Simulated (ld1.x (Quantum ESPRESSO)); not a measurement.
Reading a pseudo-wave (phosphorus (P))

Columns: radius, all-electron u(r) and pseudo u(r) of the 3p shell (level -35.36 eV) of phosphorus in the configuration [Ne] 3s2 3p0; PBE, non-relativistic, PAW scheme, ld1.x (Quantum ESPRESSO) 7.5.

| r (bohr) | all-electron | pseudo |
| --- | --- | --- |
| 0.095 | 0.1614 | -0.0098 |
| 0.190 | 0.3346 | -0.0387 |
| 0.285 | 0.3904 | -0.0848 |
| 0.380 | 0.3445 | -0.1456 |
| 0.475 | 0.2349 | -0.2176 |
| 0.570 | 0.0934 | -0.2967 |
| 0.665 | -0.0579 | -0.3790 |
| 0.760 | -0.2053 | -0.4604 |
| 0.855 | -0.3405 | -0.5374 |
| 0.950 | -0.4591 | -0.6070 |
| 1.045 | -0.5591 | -0.6672 |
| 1.140 | -0.6405 | -0.7166 |
| 1.235 | -0.7040 | -0.7548 |
| 1.330 | -0.7506 | -0.7819 |
| 1.425 | -0.7816 | -0.7987 |
| 1.520 | -0.7983 | -0.8060 |
| 1.615 | -0.8026 | -0.8050 |
| 1.710 | -0.7961 | -0.7964 |
| 1.805 | -0.7808 | -0.7808 |
| 1.900 | -0.7583 | -0.7583 |
| 1.995 | -0.7303 | -0.7303 |
| 2.090 | -0.6983 | -0.6983 |
| 2.185 | -0.6635 | -0.6635 |
| 2.280 | -0.6270 | -0.6270 |
| 2.375 | -0.5896 | -0.5896 |
| 2.470 | -0.5520 | -0.5520 |

**Question.** How many radial nodes do the two functions have?

**Answer.** The all-electron 3p function has n − l − 1 = 1; the pseudo-wave has 0, since the states of the same l below it are removed with the core.

**Question.** At about which radius was the pseudo-wave matched?

**Answer.** 1.80 bohr, where the columns begin to agree (steps of 0.10 bohr).

**Question.** Is the pseudo-wave norm-conserving?

**Answer.** No, it belongs to a PAW set: the norm inside the radius is not constrained, and the difference is carried by the augmentation charge.
